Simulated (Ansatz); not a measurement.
Compare A (`COB(C)[SiH3]`) with its isomer B (`BCOC[SiH3]`).

Gas-phase electronic energies from Ansatz, PBE0-D4/def2-TZVP geometries. CCSD(T)/CBS is the MP2 limit (def2-TZVPP, def2-QZVPP) plus CCSD(T) − MP2 in def2-TZVPP, frozen cores. DFT in def2-TZVPP. B3LYP here is the variant with VWN-RPA as its local correlation; programs differ in this. One conformer a species, not always the lowest.

Task: Which isomer does CCSD(T)/CBS put lower? Give the gap. (An estimate is asked.)

Result: The calculation gave: A, by 237.8 kJ/mol.

Task: Give E(B) − E(A) in kJ/mol with ωB97M-V, HF/def2-TZVPP, B3LYP, CCSD(T)/def2-SVP, BLYP-D4, CCSD/def2-TZVPP, MP2/def2-TZVPP. (An estimate is asked.)

Result: Ansatz gave: ωB97M-V 232.6, HF/def2-TZVPP 222.2, B3LYP 234.2, CCSD(T)/def2-SVP 250.5, BLYP-D4 234.5, CCSD/def2-TZVPP 236.0, MP2/def2-TZVPP 239.2. None reverses the order clearly.

Task: Does the order hold for the free energy at 298.15 K (harmonic terms from PBE0-D4)? (An estimate is asked.)

Result: Computed: Yes: G(B) − G(A) = +230.2 kJ/mol, for one conformer each. Modes under 60 cm⁻¹, often nearly free rotors, make the harmonic entropy too high.

Largest T1 diagnostic: 0.014.

In def2-TZVPP, CCSD(T) changes the Hartree–Fock value by +16.2 kJ/mol (the triples alone add +2.3 kJ/mol) and MP2 by +17.0 kJ/mol. Leaving LDA and LC-ωPBE aside and taking each functional with its dispersion term where it has one, the values, not all of them listed here, spread over 14.9 kJ/mol, from ωB97X-V to B97M-V. LDA lies +5.9 kJ/mol from PBE without D4.
